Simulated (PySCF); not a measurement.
Cost against size for one kind of job: PBE0-D3(BJ)/def2-SVP geometry optimisation, gas phase in PySCF; work: geometry optimisation from a GFN2-xTB start shaken at random. Hardware: an Arm Neoverse V2 with one thread, no GPU, shared host. Other jobs ran on the host; a repeat could differ by tens of per cent or more. Peak memory is the resident size of the whole Python process, interpreter and libraries included.

```tsv
species (SMILES)	atoms	electrons	basis functions	SCF cycles	gradient evaluations	wall time	peak memory
C#CB1N=CCN1	12	48	123	55	7	?	?
CN(C)BS[SiH3]	16	64	142	64	10	79 s	0.62 GiB
C[CH](C)[GeH2][C]#C[SiH3]	19	88	180	34	5	89 s	0.78 GiB
COC(=O)C(=O)OC1CC1	18	76	180	94	13	2.9 min	0.73 GiB
[SiH3][CH2][GeH]1[CH2]C=C[CH2]1	19	88	180	46	7	1.9 min	0.78 GiB
[BH3-][P@+]1(C=C)C=CC=C1C	21	74	190	73	11	3.5 min	0.89 GiB
CO[C@H](CC(=O)Br)C(C)C	23	106	223	43	6	3.1 min	0.96 GiB
```

Q: Estimate the withheld figures.

A: `C#CB1N=CCN1`: 34 s, 0.51 GiB.

Q: With all rows, how does the wall time grow with the number of basis functions N?

A: A straight line through log(time) against log(N) has slope 2.9 between N = 123 and 223, and the rows scatter about it by a factor of about 1.4 (standard error of the fit). This is a fit to these rows, whose iteration counts differ, not the method's formal scaling.
